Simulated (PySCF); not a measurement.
PySCF 2.14 output of an unrestricted PBEsol calculation on a single atom or ion in aug-cc-pVQZ-DK (9s8p6d4f3g2h, 140 functions), with scalar relativity by spin-free X2C-1e:

```
SCF conv_tol = 1e-09
number electrons alpha = 10  beta = 9
    J. P. Perdew, A. Ruzsinszky, G. I. Csonka, O. A. Vydrov, G. E. Scuseria, L. A. Constantin, X. Zhou, and K. Burke.,  Phys. Rev. Lett. 100, 136406 (2008)
    J. P. Perdew, A. Ruzsinszky, G. I. Csonka, O. A. Vydrov, G. E. Scuseria, L. A. Constantin, X. Zhou, and K. Burke.,  Phys. Rev. Lett. 100, 136406 (2008)
cycle= 1 E= -850.72801104644  delta_E= -0.00836  |g|= 0.0225  |ddm|= 1.85
cycle= 2 E= -850.728080448893  delta_E= -6.94e-05  |g|= 0.00331  |ddm|= 0.0885
cycle= 3 E= -850.728082672018  delta_E= -2.22e-06  |g|= 0.00048  |ddm|= 0.0105
cycle= 4 E= -850.728082710473  delta_E= -3.85e-08  |g|= 0.000113  |ddm|= 0.00378
cycle= 5 E= -850.72808271313  delta_E= -2.66e-09  |g|= 9.7e-06  |ddm|= 0.000788
cycle= 6 E= -850.728082713149  delta_E= -1.89e-11  |g|= 8.79e-08  |ddm|= 5.58e-05
converged SCF energy = -850.728082713149  <S^2> = 0.75042563  2S+1 = 2.0004256
```

The run itself started from symmetry-adapted Hartree-Fock orbitals and held the occupation by maximum overlap, on a logarithmic radial grid, so the iterations belong to that start.

Problem. Which element, charge and spin multiplicity is this?

Solution. Ti(3+) (titanium, charge +3), multiplicity 2; the state was [Ar] 3d1, 2D determinant.
